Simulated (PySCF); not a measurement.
## Working out the ionisation energy of K⁺

K⁺ [Ar] (1S) → K²⁺ [Ne] 3s2 3p5 (2P). Calculation: PySCF 2.14, in def2-SVP (5s3p2d, 24 functions); no relativity, point nucleus. Frozen: [Ne] 3s2. Energies in hartree (1 hartree = 27.21139 eV):

| part | K⁺ (lower) | K²⁺ (upper) |
| --- | --- | --- |
| UHF | -598.931164 | -597.768783 |
| CCSD correlation | -0.044445 | -0.027555 |
| (T) | -0.000038 | -0.000012 |

Problem. What does Hartree-Fock give?

Solution. (-597.768783) − (-598.931164) = 1.162381 hartree = 31.630 eV.

Problem. What do CCSD and CCSD(T) give?

Solution. The CCSD correlation energies differ by 0.016890 hartree = 0.460 eV and the triples by 0.000026 hartree = 0.001 eV, so CCSD gives 32.090 eV and CCSD(T) 32.091 eV.

Reference: 31.625 eV (measured; NIST Atomic Spectra Database, ionization energies), between the lowest levels; spin-orbit coupling is absent from the calculation.

The calculation is non-relativistic.

A double-zeta basis recovers only part of the correlation energy.

What remains against the reference includes basis incompleteness, the frozen core and higher excitations.
